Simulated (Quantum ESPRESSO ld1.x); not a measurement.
The europium ion Eu19+, 44 electrons, occupied as [Kr] 4d8. All-electron calculation, scalar-relativistic Kohn-Sham, LDA (Slater exchange, Perdew-Zunger correlation), spin-polarised, spherical densities, point nucleus; open shells are filled with parallel spins first. Program: ld1.x of Quantum ESPRESSO 7.5.

Unscreened Slater integrals over Kohn-Sham orbitals (cm^-1). They are taken over the spin-up orbitals.

integral    value
F0(4d,4d)  335690
F2(4d,4d)  172130
F4(4d,4d)  116520
F0(4d,4p)  341570
F2(4d,4p)  176470
G1(4d,4p)  222710
G3(4d,4p)  141160
F0(4d,4s)  348030
G2(4d,4s)  174840
F0(4d,3d)  436420
F2(4d,3d)  116460
F4(4d,3d)   56571
G0(4d,3d)   37260
G2(4d,3d)   46100
G4(4d,3d)   35951
F0(4p,4p)  348350
F2(4p,4p)  182990
F0(4p,4s)  355150
G1(4p,4s)  241670
F0(4p,3d)  445370
F2(4p,3d)  119260
G1(4p,3d)   38327
G3(4p,3d)   38243
F0(4s,4s)  362550
F0(4s,3d)  458560
G2(4s,3d)   40286
F0(3d,3d)  883420
F2(3d,3d)  447560
F4(3d,3d)  287290

Derived for the open shells (J is the average intra-shell exchange parameter used in DFT+U). 4d: Racah B = F2/49 - 5 F4/441 = 2192 cm^-1, C = 35 F4/441 = 9248 cm^-1, C/B = 4.22, F4/F2 = 0.677, J = (F2 + F4)/14 = 20620 cm^-1.
